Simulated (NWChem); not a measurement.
System: CH6AgP; SMILES [CH3][Ag]<-[PH3]

NWChem input:

```
start job
memory heap 200 mb stack 900 mb global 1100 mb
geometry units angstroms noautoz
  Ag     0.000000     0.000000     0.360769
  C      0.000000     0.000000     2.447721
  H      0.442062    -0.940445     2.836011
  H     -1.035481     0.087386     2.836011
  H      0.593418     0.853060     2.836011
  P      0.000000     0.000000    -2.042357
  H      0.814662    -0.930579    -2.763526
  H      0.398574     1.170808    -2.763526
  H     -1.213236    -0.240229    -2.763526
end
basis spherical
  Ag library def2-svp
  C library def2-svp
  H library def2-svp
  P library def2-svp
end
ecp
  Ag library def2-ecp
end
dft
  xc xpbe96 cpbe96
  iterations 150
  mulliken
end
task dft energy
```

Geometry: optimised at PBE-D3(BJ)/def2-SVP. def2 effective core potentials on Ag; no spin-orbit coupling.

Question: Give the results of this calculation. (PBE/def2-SVP with def2 effective core potentials on Ag.) Quantities: energy (Ha); highest occupied level (eV); orbital gap (eV); dipole (D).

Answer: The energy (Ha) comes out as -529.66 and the highest occupied level (eV) is -4.76. The orbital gap (eV) is 3.56. The dipole (D) is 5.02.
